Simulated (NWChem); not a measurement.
System meant: CHF$_{3}$OSi; SMILES O=C[Si](F)(F)F

Input file for NWChem:

```
start job
memory heap 200 mb stack 900 mb global 1100 mb
geometry units angstroms noautoz
  O     -0.232464    -2.349504     0.000000
  C      0.589325    -1.455362     0.000000
  Si     0.021576     0.371616     0.000000
  F     -0.851576     0.686502     1.291526
  F     -0.851576     0.686502    -1.291526
  F      1.297479     1.326830     0.000000
  H      1.679526    -1.689707     0.000000
end
basis spherical
  O library def2-svp
  C library def2-svp
  Si library def2-svp
  F library def2-svp
  H library def2-svp
end
dft
  odft
  mult 2
  xc xpbe96 cpbe96
  iterations 150
  mulliken
end
task dft energy
```

End of the output:

```
 Summary of "ao basis" -> "" (spherical)
 ------------------------------------------------------------------------------
       Tag                 Description            Shells   Functions and Types
 ---------------- ------------------------------  ------  ---------------------
 O                          def2-svp                 6       14   3s2p1d
 C                          def2-svp                 6       14   3s2p1d
 Si                         def2-svp                 8       18   4s3p1d
 F                          def2-svp                 6       14   3s2p1d
 H                          def2-svp                 3        5   2s1p

  pbe96 is a nonlocal functional; adding pw91lda local functional.

                                 NWChem DFT Module
                                 -----------------

 Summary of "ao basis" -> "ao basis" (spherical)
 ------------------------------------------------------------------------------
       Tag                 Description            Shells   Functions and Types
 ---------------- ------------------------------  ------  ---------------------
 O                          def2-svp                 6       14   3s2p1d
 C                          def2-svp                 6       14   3s2p1d
 Si                         def2-svp                 8       18   4s3p1d
 F                          def2-svp                 6       14   3s2p1d
 H                          def2-svp                 3        5   2s1p

      Symmetry analysis of basis
      --------------------------

        a'         61
        a"         32

  number of electrons :                   56
  multiplicity        :                    2
 ------------------------------------------------------------------------
  no. of electrons and multiplicity not compatible                  56
 ------------------------------------------------------------------------
 ------------------------------------------------------------------------
  current input line :
    26: task dft energy
 ------------------------------------------------------------------------
 ------------------------------------------------------------------------
 There is an error in the input file
 ------------------------------------------------------------------------
 For more information see the NWChem manual at https://nwchemgit.github.io

0: no. of electrons and multiplicity not compatible:Received an Error in Communication
```

Task: Can this run be used? If not, why, and what is the fix?

Result: The program refused the input. Cause: the multiplicity doesn't fit the number of electrons (an even count wants an odd multiplicity, and the reverse). This input runs:
```
start job
memory heap 200 mb stack 900 mb global 1100 mb
geometry units angstroms noautoz
  O     -0.232464    -2.349504     0.000000
  C      0.589325    -1.455362     0.000000
  Si     0.021576     0.371616     0.000000
  F     -0.851576     0.686502     1.291526
  F     -0.851576     0.686502    -1.291526
  F      1.297479     1.326830     0.000000
  H      1.679526    -1.689707     0.000000
end
basis spherical
  * library def2-svp
end
dft
  xc xpbe96 cpbe96
  iterations 150
  mulliken
end
task dft energy
```
It converges to -702.14151 Ha (PBE/def2-SVP).
